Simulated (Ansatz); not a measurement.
C2H8AlNO2 (`C[N](C)[Al]([OH])[OH]`) at its PBE0-D4/def2-TZVP geometry, where that method's forces vanish. Charge 0, multiplicity 1.

```xyz
14

C     1.0418    0.4826   -1.1896
N    -0.0641    0.1598   -0.3261
C    -1.3384    0.5276   -0.8967
Al    0.0854   -0.6010    1.2599
O     1.5613   -1.0539    1.9586
O    -1.3472   -0.8856    2.1167
H     1.9940    0.1964   -0.7348
H     0.9700   -0.0364   -2.1570
H     1.0909    1.5604   -1.4045
H    -2.1540    0.2707   -0.2179
H    -1.3943    1.6076   -1.0975
H    -1.5181    0.0106   -1.8508
H     2.4209   -0.9447    1.5599
H    -1.3483   -1.2944    2.9798
```

(1) What forces (eV/Å) does ωB97M-V/def2-TZVPP give on these atoms in the Gaussian-basis code of Ansatz? (An estimate is asked.)

Answers

(1) Ansatz gave: 
```
C1   0.230  0.079 -0.206
N2   0.022 -0.106  0.221
C3  -0.269  0.086 -0.137
Al4 -0.016  0.027 -0.054
O5   0.103 -0.003 -0.013
O6  -0.043 -0.031  0.072
H7  -0.062  0.020 -0.034
H8   0.002  0.042  0.081
H9  -0.008 -0.088  0.019
H10  0.057  0.020 -0.052
H11  0.008 -0.086  0.016
H12  0.018  0.041  0.076
H13 -0.009 -0.012  0.031
H14 -0.032  0.012 -0.020
```
